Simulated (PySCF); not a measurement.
indium atom (In), doublet (core potentials on In); TPSS/def2-SVP (PySCF).

Here is a job for PySCF.
```python
from pyscf import gto, scf, dft

mol = gto.Mole()
mol.atom = '''
    In    0.00000000    0.00000000    0.00000000
'''
mol.basis = 'def2-svp'
mol.ecp = {'In': 'def2-svp'}
mol.spin = 1
mol.verbose = 4
mol.build()

mf = dft.UKS(mol)
mf.xc = 'tpss'
mf.grids.becke_scheme = dft.gen_grid.stratmann
mf.kernel()
mf.analyze()
```

It wrote (shortened):

```
PySCF version 2.14.0

[INPUT] verbose = 4
[INPUT] num. atoms = 1
[INPUT] num. electrons = 21
[INPUT] charge = 0
[INPUT] spin (= nelec alpha-beta = 2S) = 1
[INPUT] symmetry False subgroup None
[INPUT] Mole.unit = angstrom
[INPUT] Symbol           X                Y                Z      unit          X                Y                Z       unit  Magmom
[INPUT]  1 In     0.000000000000   0.000000000000   0.000000000000 AA    0.000000000000   0.000000000000   0.000000000000 Bohr   0.0

nuclear repulsion = 0
number of shells = 10
number of NR pGTOs = 61
number of NR cGTOs = 26
basis = def2-svp
ecp = {'In': 'def2-svp'}

******** <class 'pyscf.dft.uks.UKS'> ********
method = UKS
initial guess = minao
damping factor = 0
level_shift factor = 0
DIIS = <class 'pyscf.scf.diis.CDIIS'>
diis_start_cycle = 1
diis_space = 8
diis_damp = 0
SCF conv_tol = 1e-09
SCF conv_tol_grad = None
SCF max_cycles = 50
direct_scf = True
direct_scf_tol = 1e-13
number electrons alpha = 11  beta = 10
XC library pyscf.dft.libxc version 7.1.2
    S. Lehtola, C. Steigemann, M. J. T. Oliveira, and M. A. L. Marques,  SoftwareX 7, 1–5 (2018)
XC functionals = tpss
    J. Tao, J. P. Perdew, V. N. Staroverov, and G. E. Scuseria,  Phys. Rev. Lett. 91, 146401 (2003)
    J. P. Perdew, J. Tao, V. N. Staroverov, and G. E. Scuseria,  J. Chem. Phys. 120, 6898 (2004)
    J. Tao, J. P. Perdew, V. N. Staroverov, and G. E. Scuseria,  Phys. Rev. Lett. 91, 146401 (2003)
    J. P. Perdew, J. Tao, V. N. Staroverov, and G. E. Scuseria,  J. Chem. Phys. 120, 6898 (2004)
radial grids:
    Treutler-Ahlrichs [JCP 102, 346 (1995); DOI:10.1063/1.469408] (M4) radial grids

becke partition: Stratmann, Scuseria, Frisch. CPL, 257, 213 (1996); DOI:10.1016/0009-2614(96)00600-8
pruning grids: <function nwchem_prune>
grids dens level: 3
symmetrized grids: False
atomic radii adjust function: <function treutler_atomic_radii_adjust>
small_rho_cutoff = 0
Set gradient conv threshold to 3.16228e-05
tot grids = 21880
init E= -169.3138392714

cycle= 1 E= -189.530199763697  delta_E= -20.2  |g|= 1.16  |ddm|=  8.6
cycle= 2 E= -189.499150958531  delta_E= 0.031  |g|= 1.23  |ddm|=  3.6
cycle= 3 E= -190.02623125196  delta_E= -0.527  |g|= 0.072  |ddm|= 1.49
cycle= 4 E= -190.028858847777  delta_E= -0.00263  |g|= 0.00624  |ddm|= 0.173
cycle= 5 E= -190.028880646876  delta_E= -2.18e-05  |g|= 0.000126  |ddm|= 0.0166
cycle= 6 E= -190.028880663313  delta_E= -1.64e-08  |g|= 5.77e-06  |ddm|= 0.00046
cycle= 7 E= -190.02888066335  delta_E= -3.66e-11  |g|= 3.18e-07  |ddm|= 2.57e-05
Extra cycle  E= -190.028880663351  delta_E= -1.02e-12  |g|= 2.28e-07  |ddm|= 5.37e-06
converged SCF energy = -190.028880663351  <S^2> = 0.75209849  2S+1 = 2.0020974
**** SCF Summaries ****
Total Energy =                        -190.028880663351089
Nuclear Repulsion Energy =               0.000000000000000
One-electron Energy =                 -334.696153949189522
Two-electron Energy =                  144.667273285838434
Two-electron Coulomb Energy =          161.247746015815721
DFT Exchange-Correlation Energy =      -16.580472729977295
**** MO energy ****
                             alpha | beta                alpha | beta
MO #1   energy= -4.50240641862348  | -4.50169494714903  occ= 1 | 1
MO #2   energy= -2.93757996541416  | -2.93757128836178  occ= 1 | 1
MO #3   energy= -2.93757996462056  | -2.93757128715974  occ= 1 | 1
MO #4   energy= -2.92726018165861  | -2.92515561040765  occ= 1 | 1
MO #5   energy= -0.684093741816404 | -0.683780132517024 occ= 1 | 1
MO #6   energy= -0.684093740338005 | -0.68378013245903  occ= 1 | 1
MO #7   energy= -0.675717642697677 | -0.671939452658793 occ= 1 | 1
MO #8   energy= -0.675717641764842 | -0.67193945138221  occ= 1 | 1
MO #9   energy= -0.672565798952925 | -0.668193920143588 occ= 1 | 1
MO #10  energy= -0.308412593825002 | -0.28519953081625  occ= 1 | 1
MO #11  energy= -0.103517451224682 | -0.0782258746549635 occ= 1 | 0
MO #12  energy= -0.0896512764604072 | -0.078225802409835 occ= 0 | 0
MO #13  energy= -0.089651153917698 | -0.0614005890726919 occ= 0 | 0
MO #14  energy= 0.126146520998743  | 0.133422461515319  occ= 0 | 0
MO #15  energy= 0.16336954912128   | 0.170664782337544  occ= 0 | 0
MO #16  energy= 0.163395857398407  | 0.170664919995538  occ= 0 | 0
MO #17  energy= 0.163396126049607  | 0.182758709253401  occ= 0 | 0
MO #18  energy= 0.303776536802113  | 0.32145717122982   occ= 0 | 0
MO #19  energy= 0.303776586448852  | 0.321457219560831  occ= 0 | 0

spin_pop of  0 In 4s       -0.00001
spin_pop of  0 In 5s        0.00108
spin_pop of  0 In 6s        0.00028
spin_pop of  0 In 7s       -0.00079
spin_pop of  0 In 4px       0.00013
spin_pop of  0 In 4py       0.00127
spin_pop of  0 In 4pz       0.00364
spin_pop of  0 In 5px       0.00814
spin_pop of  0 In 5py       0.00026
spin_pop of  0 In 5pz       0.00071
spin_pop of  0 In 6px       0.00415
spin_pop of  0 In 6py       0.18883
spin_pop of  0 In 6pz       0.53435
spin_pop of  0 In 7px       0.25656
spin_pop of  0 In 7py       0.00051
spin_pop of  0 In 7pz       0.00144
spin_pop of  0 In 4dxy     -0.00487
spin_pop of  0 In 4dyz     -0.00409
spin_pop of  0 In 4dz^2    -0.00327
spin_pop of  0 In 4dxz     -0.00469
spin_pop of  0 In 4dx2-y2   -0.00004
spin_pop of  0 In 5dxy      0.00462
spin_pop of  0 In 5dyz      0.00408
spin_pop of  0 In 5dz^2     0.00318
spin_pop of  0 In 5dxz      0.00464
spin_pop of  0 In 5dx2-y2   -0.00013
In total            11.00000 | 10.00000
Dipole moment(X, Y, Z, Debye):  0.00000, -0.00000, -0.00000
```
